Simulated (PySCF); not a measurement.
SMILES BCB (CH₆B₂) at its CAM-B3LYP/def2-SVP optimised geometry (Å):

```
9

B      0.7777    -0.8004     0.0000
C     -0.7808    -0.8004     0.0000
B     -1.2265     0.6930     0.0000
H      1.3958    -0.7955    -1.0367
H      1.3950    -0.7736     1.0368
H     -1.1464    -1.2913    -0.9155
H     -1.1423    -1.2852     0.9206
H     -1.3800     1.2913     1.0369
H     -1.3958     1.2874    -1.0367
```

Level of theory: CAM-B3LYP/def2-TZVP run with PySCF. Cells within 0.4 Å of a nucleus heavier than hydrogen are left out (blank, or x).

Map of the deformation density (molecule minus spherical neutral atoms) (e/bohr³) on the plane z = 0.0 Å:

```
|333333333333333333333333333|
|333333333333333333333333333|
|333333333333333333333333333|
|333333333333333333333333333|
|333333333333333333333333333|
|333333333333333333333333333|
|333333333333333333333333333|
|333333333332333333333333333|
|333333344322233333333333333|
|333332247411223333333333333|
|33332212xx00223333333333333|
|33332100xx32223223333333333|
|333322126964332222233333333|
|333332237986443111233333333|
|333333346996653101233333333|
|333333335xxx887xxx433333333|
|333333333xxx999xxx543333333|
|3333333335xx786xx3433333333|
|333333333333453101233333333|
|333333333333332111233333333|
|333333333333332222233333333|
|333333333333333333333333333|
|333333333333333333333333333|
|333333333333333333333333333|
|333333333333333333333333333|
|333333333333333333333333333|
|333333333333333333333333333|
```
Scale: ten equal steps from -0.044 (start of '0') to 0.076 (end of '9'), in the order '0123456789'; x runs from -3.50 to 3.50, y from -3.50 (bottom) to 3.50 (top).
